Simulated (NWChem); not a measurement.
A calculation on GeI$_{2}$

```xyz
3

Ge     0.0000     0.0000     1.2271
I     -2.0414     0.0000    -0.3704
I      2.0414     0.0000    -0.3704
```
Charge 0, spin multiplicity 1.

The numbers come from NWChem runs, not from measurements. Structure: optimised with B3LYP/def2-SVP with def2 effective core potentials on I, a minimum by its harmonic frequencies.

Effective core potentials replace the inner electrons of I; spin-orbit coupling is left out. The structure started from a generated list of species. No SCF solution was tested for a lower state.

Worked example. At BHandHLYP/def2-TZVP the molecule has a total energy of -2672.38698 Ha and the free atoms (multiplicities Ge 3, I 2) Ge -2076.90401, I -297.63822 Ha. The electronic atomisation energy is the atoms' sum less the molecule's energy.

1·(-2076.90401) + 2·(-297.63822) = -2672.18045 Ha for the atoms; less the molecule's energy this leaves 0.20653 Ha, or 129.6 kcal/mol (542 kJ/mol), without zero-point, thermal or spin-orbit terms.
